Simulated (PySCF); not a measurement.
A structure optimised at B3LYP-D3(BJ)/def2-SVP, used in a PySCF frequency run:

```
S
C 1 1.8392
H 2 1.0992 1 106.40
H 2 1.0998 3 108.51 1 -120.44
H 2 1.0998 3 108.51 4 -119.12
Sn 1 2.4395 2 99.83 3 180.00
H 6 1.7148 1 106.06 2 180.00
H 6 1.7221 7 111.32 1 -118.84
H 6 1.7221 7 111.32 8 -122.31
```

### Question
Write its SMILES, formula and point group.

### Answer
C[S][SnH3], CH6SSn, Cs

### Question
What are its rotational constants (standard atomic weights)?

### Answer
12.340, 2.0266, 1.8107 GHz
